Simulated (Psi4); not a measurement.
Input for Psi4: SAPT0/jun-cc-pV(D+d)Z on CH3N (a complex), monomers drawn apart or pushed together.

```
memory 2025 MB

molecule dimer {
0 1
C     0.17010812    0.56811623   -0.69665969
N     0.09934828    0.34565917    0.42524776
H     0.23595863    0.77510770   -1.74111715
--
0 1
H    -0.04484422   -0.10928239    2.91054036
H    -0.08643550   -0.24063314    3.64274154
units angstrom
symmetry c1
no_reorient
no_com
}

set {
  basis jun-cc-pV(D+d)Z
  scf_type df
  freeze_core true
}

energy('sapt0')
```

The log:

```
[...]
==> Input File <==

--------------------------------------------------------------------------
memory 2025 MB

molecule dimer {
0 1
C     0.17010812    0.56811623   -0.69665969
N     0.09934828    0.34565917    0.42524776
H     0.23595863    0.77510770   -1.74111715
--
0 1
H    -0.04484422   -0.10928239    2.91054036
H    -0.08643550   -0.24063314    3.64274154
units angstrom
symmetry c1
no_reorient
no_com
}

set {
  basis jun-cc-pV(D+d)Z
  scf_type df
  freeze_core true
}

energy('sapt0')
--------------------------------------------------------------------------


   => Loading Basis Set <=

    Name: JUN-CC-PV(D+D)Z
    Role: ORBITAL
    Keyword: BASIS
    atoms 1   entry C          line   188 file jun-cc-pv_dpd_z.gbs
    atoms 2   entry N          line   222 file jun-cc-pv_dpd_z.gbs
    atoms 3-5 entry H          line    60 file jun-cc-pv_dpd_z.gbs

   => Loading Basis Set <=

    Name: JUN-CC-PV(D+D)Z
    Role: ORBITAL
    Keyword: BASIS
    atoms 1   entry C          line   188 file jun-cc-pv_dpd_z.gbs
    atoms 2   entry N          line   222 file jun-cc-pv_dpd_z.gbs
    atoms 3-5 entry H          line    60 file jun-cc-pv_dpd_z.gbs


  //>>>>>>>>>>>>>>>>>>>>>>>>>>>>>>>>>>>//
  //              Dimer HF             //
  //<<<<<<<<<<<<<<<<<<<<<<<<<<<<<<<<<<<//

   => Libint2 <=

    Primary   basis highest AM E, G, H:  7, 6, 3
    Auxiliary basis highest AM E, G, H:  7, 7, 4
    Onebody   basis highest AM E, G, H:  -, -, -
    Solid Harmonics ordering:            Gaussian


   => Loading Basis Set <=

    Name: JUN-CC-PV(D+D)Z
    Role: ORBITAL
    Keyword: BASIS
    atoms 1   entry C          line   188 file jun-cc-pv_dpd_z.gbs
    atoms 2   entry N          line   222 file jun-cc-pv_dpd_z.gbs
    atoms 3-5 entry H          line    60 file jun-cc-pv_dpd_z.gbs


         ---------------------------------------------------------
                                   SCF
               by Justin Turney, Rob Parrish, Andy Simmonett
                          and Daniel G. A. Smith
                              RHF Reference
                        1 Threads,   1931 MiB Core
         ---------------------------------------------------------

  ==> Geometry <==

    Molecular point group: c1
    Full point group: C1

    Geometry (in Angstrom), charge = 0, multiplicity = 1:

       Center              X                  Y                   Z               Mass
    ------------   -----------------  -----------------  -----------------  -----------------
         C            0.170108120000     0.568116230000    -0.696659690000    12.000000000000
         N            0.099348280000     0.345659170000     0.425247760000    14.003074004430
         H            0.235958630000     0.775107700000    -1.741117150000     1.007825032230
         H           -0.044844220000    -0.109282390000     2.910540360000     1.007825032230
         H           -0.086435500000    -0.240633140000     3.642741540000     1.007825032230

  Running in c1 symmetry.

  Rotational constants: A =      2.97268  B =      0.48970  C =      0.42044 [cm^-1]
  Rotational constants: A =  89118.71734  B =  14680.69317  C =  12604.35535 [MHz]
  Nuclear repulsion =   29.139742399138285

  Charge       = 0
  Multiplicity = 1
  Electrons    = 16
  Nalpha       = 8
  Nbeta        = 8

  ==> Algorithm <==

  SCF Algorithm Type is DF.
  DIIS enabled.
  MOM disabled.
  Fractional occupation disabled.
  Guess Type is SAD.
  Energy threshold   = 1.00e-08
  Density threshold  = 1.00e-08
  Integral threshold = 1.00e-12

  ==> Primary Basis <==

  Basis Set: JUN-CC-PV(D+D)Z
    Blend: JUN-CC-PV(D+D)Z
    Number of shells: 25
    Number of basis functions: 51
    Number of Cartesian functions: 53
    Spherical Harmonics?: true
    Max angular momentum: 2

   => Loading Basis Set <=

    Name: (JUN-CC-PV(D+D)Z AUX)
    Role: JKFIT
    Keyword: DF_BASIS_SCF
    atoms 1   entry C          line   146 file jun-cc-pvdz-jkfit.gbs
    atoms 2   entry N          line   202 file jun-cc-pvdz-jkfit.gbs
    atoms 3-5 entry H          line    70 file jun-cc-pvdz-jkfit.gbs

  ==> Integral Setup <==

  DFHelper Memory: AOs need 0.005 GiB; user supplied 1.414 GiB.
  SCF_SUBTYPE=INCORE selected. In-core MEM_DF algorithm will be used.
  Using in-core AOs.

  ==> MemDFJK: Density-Fitted J/K Matrices <==

    J tasked:                   Yes
    K tasked:                   Yes
    wK tasked:                   No
    OpenMP threads:               1
    Algorithm:                 Core
    Schwarz Cutoff:           1E-12
    Mask sparsity (%):       1.3072
    Fitting Condition:        1E-10

   => Auxiliary Basis Set <=

  Basis Set: (JUN-CC-PV(D+D)Z AUX)
    Blend: JUN-CC-PVDZ-JKFIT
    Number of shells: 81
    Number of basis functions: 227
    Number of Cartesian functions: 257
    Spherical Harmonics?: true
    Max angular momentum: 3

  Minimum eigenvalue in the overlap matrix is 1.4773075271E-03.
  Reciprocal condition number of the overlap matrix is 3.0462639762E-04.
    U
[...]
    2.045325    33A      2.356584    34A      2.430054
      35A      2.430062    36A      2.581301    37A      2.794194
      38A      2.794199    39A      2.965276    40A      2.965276
      41A      3.082319    42A      3.568560    43A      3.699861
      44A      3.699877    45A      3.774960    46A      4.528957
      47A      4.528961    48A      5.339552    49A      6.710689
      50A     18.591805    51A     25.230886

    Final Occupation by Irrep:
              A
    DOCC [     1 ]
    NA   [     1 ]
    NB   [     1 ]

  @DF-RHF Final Energy:    -1.12880316332722

   => Energetics <=

    Nuclear Repulsion Energy =              0.7102560844209759
    One-Electron Energy =                  -2.4958314087655391
    Two-Electron Energy =                   0.6567721610173474
    Total Energy =                         -1.1288031633272160

Computation Completed


Properties will be evaluated at   0.000000,   0.000000,   0.000000 [a0]

Properties computed using the SCF density matrix


 Multipole Moments:

 ------------------------------------------------------------------------------------
     Multipole            Electronic (a.u.)      Nuclear  (a.u.)        Total (a.u.)
 ------------------------------------------------------------------------------------

 L = 1.  Multiply by 2.5417464519 to convert [e a0] to [Debye]
 Dipole X            :          0.2480467           -0.2480827           -0.0000360
 Dipole Y            :          0.6611307           -0.6612445           -0.0001138
 Dipole Z            :        -12.3832653           12.3839080            0.0006427
 Magnitude           :                                                    0.0006537

 ------------------------------------------------------------------------------------

  Constructing Basis Sets for SAPT...

   => Loading Basis Set <=

    Name: (JUN-CC-PV(D+D)Z AUX)
    Role: RIFIT
    Keyword: DF_BASIS_SAPT
    atoms 1   entry C          line   100 file jun-cc-pvdz-ri.gbs
    atoms 2   entry N          line   144 file jun-cc-pvdz-ri.gbs
    atoms 3-5 entry H          line    30 file jun-cc-pvdz-ri.gbs

   => Loading Basis Set <=

    Name: (JUN-CC-PV(D+D)Z AUX)
    Role: JKFIT
    Keyword: DF_BASIS_ELST
    atoms 1   entry C          line   146 file jun-cc-pvdz-jkfit.gbs
    atoms 2   entry N          line   202 file jun-cc-pvdz-jkfit.gbs
    atoms 3-5 entry H          line    70 file jun-cc-pvdz-jkfit.gbs


  //>>>>>>>>>>>>>>>>>>>>>>>>>>>>>>>>>>>//
  //               SAPT0               //
  //<<<<<<<<<<<<<<<<<<<<<<<<<<<<<<<<<<<//



        SAPT0
    Ed Hohenstein
     6 June 2009

      Orbital Information
  --------------------------
    NSO        =        51
    NMO        =        51
    NRI        =       172
    NRI (Elst) =       227
    NOCC A     =         7
    NOCC B     =         1
    FOCC A     =         2
    FOCC B     =         0
    NVIR A     =        44
    NVIR B     =        50

    Elst10,r            =    -0.001807013574 [Eh]
    Exch10              =     0.003047045073 [Eh]
    Exch10 (S^2)        =     0.003038558326 [Eh]

    Maxiter = 50
    CPHF R converge = 1.000000E-08

    Iter     Energy [mEh]          dE [mEh]         Residual      Time [s]
       1      -0.12029243       0.120292431     2.043486e-03             0
       2      -0.13903964       0.018747207     1.007636e-03             0
       3      -0.14843303       0.009393394     1.653759e-04             0
       4      -0.14788697      -0.000546060     3.690887e-05             0
       5      -0.14775736      -0.000129615     7.487333e-06             0
       6      -0.14778657       0.000029214     1.078583e-06             0
       7      -0.14778479      -0.000001783     1.434685e-07             0
       8      -0.14778489       0.000000104     2.956719e-08             0
       9      -0.14778488      -0.000000011     8.015859e-09             0

    CHF Iterations converged

    Maxiter = 50
    CPHF R converge = 1.000000E-08

    Iter     Energy [mEh]          dE [mEh]         Residual      Time [s]
       1      -0.37221695       0.372216953     2.346927e-03             0
       2      -0.44244993       0.070232974     2.537194e-04             0
       3      -0.44044549      -0.002004432     2.109254e-05             0
       4      -0.44052645       0.000080956     2.438417e-06             0
       5      -0.44052114      -0.000005309     1.753525e-07             0
       6      -0.44052138       0.000000242     1.818755e-08             0
       7      -0.44052136      -0.000000019     1.602254e-09             0

    CHF Iterations converged

    Ind20,r (A<-B)      =    -0.000147784881 [Eh]
    Ind20,r (B<-A)      =    -0.000440521364 [Eh]
    Ind20,r             =    -0.000588306245 [Eh]
    Exch-Ind20,r (A<-B) =     0.000053650294 [Eh]
    Exch-Ind20,r (B<-A) =     0.000208474607 [Eh]
    Exch-Ind20,r        =     0.000262124901 [Eh]
    Disp20              =    -0.001098874364 [Eh]
    Disp20 (SS)         =    -0.000549437182 [Eh]
    Disp20 (OS)         =    -0.000549437182 [Eh]
    Exch-Disp20         =     0.000139479957 [Eh]
    Exch-Disp20 (SS)    =     0.000070985052 [Eh]
    Exch-Disp20 (OS)    =     0.000068494905 [Eh]

    SAPT Results
  --------------------------------------------------------------------------------------------------------
    Electrostatics                 -1.80701357 [mEh]      -1.13391814 [kcal/mol]      -4.74431349 [kJ/mol]
      Elst10,r                     -1.80701357 [mEh]      -1.13391814 [kcal/mol]      -4.74431349 [kJ/mol]

    Exchange                        3.04704507 [mEh]       1.91204965 [kcal/mol]       8.00001574 [kJ/mol]
      Exch10                        3.04704507 [mEh]       1.91204965 [kcal/mol]       8.00001574 [kJ/mol]
      Exch10(S^2)                   3.03855833 [mEh]       1.90672414 [kcal/mol]       7.97773379 [kJ/mol]

    Induction                      -0.58430738 [mEh]      -0.36665842 [kcal/mol]      -1.53409883 [kJ/mol]
      Ind20,r                      -0.58830624 [mEh]      -0.36916774 [kcal/mol]      -1.54459783 [kJ/mol]
      Exch-Ind20,r                  0.26212490 [mEh]       0.16448586 [kcal/mol]       0.68820883 [kJ/mol]
      delta HF,r (2)               -0.25812604 [mEh]      -0.16197654 [kcal/mol]      -0.67770983 [kJ/mol]

    Dispersion                     -0.95939441 [mEh]      -0.60202908 [kcal/mol]      -2.51888967 [kJ/mol]
      Disp20                       -1.09887436 [mEh]      -0.68955407 [kcal/mol]      -2.88509425 [kJ/mol]
      Exch-Disp20                   0.13947996 [mEh]       0.08752499 [kcal/mol]       0.36620458 [kJ/mol]
      Disp20 (SS)                  -0.54943718 [mEh]      -0.34477704 [kcal/mol]      -1.44254712 [kJ/mol]
      Disp20 (OS)                  -0.54943718 [mEh]      -0.34477704 [kcal/mol]      -1.44254712 [kJ/mol]
      Exch-Disp20 (SS)              0.07098505 [mEh]       0.04454379 [kcal/mol]       0.18637123 [kJ/mol]
      Exch-Disp20 (OS)              0.06849490 [mEh]       0.04298120 [kcal/mol]       0.17983335 [kJ/mol]

  Total HF                          0.65572411 [mEh]       0.41147309 [kcal/mol]       1.72160342 [kJ/mol]
  Total SAPT0                      -0.30367029 [mEh]      -0.19055599 [kcal/mol]      -0.79728625 [kJ/mol]

  Special recipe for scaled SAPT0 (see Manual):
    Electrostatics sSAPT0          -1.80701357 [mEh]      -1.13391814 [kcal/mol]      -4.74431349 [kJ/mol]
    Exchange sSAPT0                 3.04704507 [mEh]       1.91204965 [kcal/mol]       8.00001574 [kJ/mol]
    Induction sSAPT0               -0.58210489 [mEh]      -0.36527633 [kcal/mol]      -1.52831617 [kJ/mol]
    Dispersion sSAPT0              -0.95822243 [mEh]      -0.60129365 [kcal/mol]      -2.51581264 [kJ/mol]
  Total sSAPT0                     -0.30029582 [mEh]      -0.18843847 [kcal/mol]      -0.78842656 [kJ/mol]
  --------------------------------------------------------------------------------------------------------



*** Psi4 exiting successfully. Buy a developer a beer!
```

The run finished.

Cost: about 3 core-seconds (a rough figure).
